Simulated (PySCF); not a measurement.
C5H5F, SMILES C(#C)CC(=C)F.

Coordinates come from a PBE0-D3(BJ)/def2-SVP optimisation. This is a generated structure with no PubChem entry under its InChIKey; it may be hypothetical. One conformer was computed; it need not be the lowest.

Method: TDDFT-ωB97X/def2-SVPD (PySCF 2.14.0).

Vertical excitations. Gas-phase values at a fixed geometry.

Computed lowest excited states:
```
state  energy (eV)  λ (nm)      f                                                                      main pairs
-----  -----------  ------  -----  ------------------------------------------------------------------------------
S1            6.53     190  0.000     HOMO−1→LUMO+4 26 %, HOMO−1→LUMO 25 %, HOMO−1→LUMO+2 16 %, HOMO−2→LUMO+3 6 %
S2            6.84     181  0.011     HOMO−1→LUMO+2 31 %, HOMO−2→LUMO+4 19 %, HOMO−2→LUMO 18 %, HOMO−1→LUMO+3 9 %
S3            6.90     180  0.001      HOMO−2→LUMO+2 47 %, HOMO−2→LUMO+3 18 %, HOMO−1→LUMO 7 %, HOMO−1→LUMO+4 7 %
S4            7.44     167  0.360                                                                  HOMO→LUMO 86 %
S5            7.65     162  0.160                                                                HOMO→LUMO+1 81 %
S6            8.11     153  0.049    HOMO−1→LUMO+1 34 %, HOMO−1→LUMO 25 %, HOMO−1→LUMO+3 17 %, HOMO−1→LUMO+2 11 %
S7            8.20     151  0.068                        HOMO−2→LUMO 34 %, HOMO−2→LUMO+1 24 %, HOMO−2→LUMO+3 19 %
S8            8.39     148  0.022       HOMO−2→LUMO+1 32 %, HOMO−1→LUMO+1 18 %, HOMO−2→LUMO 11 %, HOMO−3→LUMO 8 %
S9            8.63     144  0.017                            HOMO→LUMO+4 42 %, HOMO→LUMO+2 19 %, HOMO→LUMO+8 16 %
S10           8.68     143  0.001      HOMO−1→LUMO+1 23 %, HOMO−1→LUMO 21 %, HOMO−2→LUMO 12 %, HOMO−2→LUMO+1 12 %
T1            4.51     275      0                                                HOMO→LUMO 57 %, HOMO→LUMO+1 25 %
T2            5.45     227      0  HOMO−2→LUMO+4 17 %, HOMO−1→LUMO+2 16 %, HOMO−1→LUMO+3 14 %, HOMO−2→LUMO+2 14 %
T3            6.02     206      0     HOMO−1→LUMO+4 26 %, HOMO−2→LUMO+2 20 %, HOMO−1→LUMO 20 %, HOMO−2→LUMO+3 6 %
T4            6.04     205      0    HOMO−1→LUMO+2 34 %, HOMO−2→LUMO+4 17 %, HOMO−2→LUMO 13 %, HOMO−1→LUMO+3 13 %
```
Triplets are in the Tamm–Dancoff approximation, which puts them higher than full response would, so one can lie above its singlet here.
